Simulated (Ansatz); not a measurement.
Reaction (SMILES): OB(O)F [fluoroboronic acid] + H+ -> OB([OH2+])F
Structures are relaxed separately at B3LYP-D3(BJ)/def2-TZVP in Ansatz (a first-principles code), one conformer each, not searched for the lowest. Frequencies are from Ansatz.

Property: proton affinity (0 K, with B3LYP-D3(BJ) harmonic zero-point energies), positive where the reaction releases energy, in kcal/mol. Cores are frozen in the correlated levels unless marked. No spin-orbit coupling. Non-relativistic. CBS(X,Y): correlation extrapolated as X^-3; Hartree-Fock from the larger set.

CCSD(T)/CBS(cc-pVTZ,cc-pVQZ) (Ansatz) gives 167.0 kcal/mol.

Q: Another calculation gave 162.0 kcal/mol. Which level was it?
(A) wB97M-V/def2-TZVPD (Ansatz)
(B) BHLYP/def2-TZVPD (Ansatz)
(C) SVWN5/def2-TZVPD (Ansatz)

A: C, SVWN5/def2-TZVPD (Ansatz). The others give 167.5 (BHLYP), 165.0 (wB97M-V) kcal/mol.
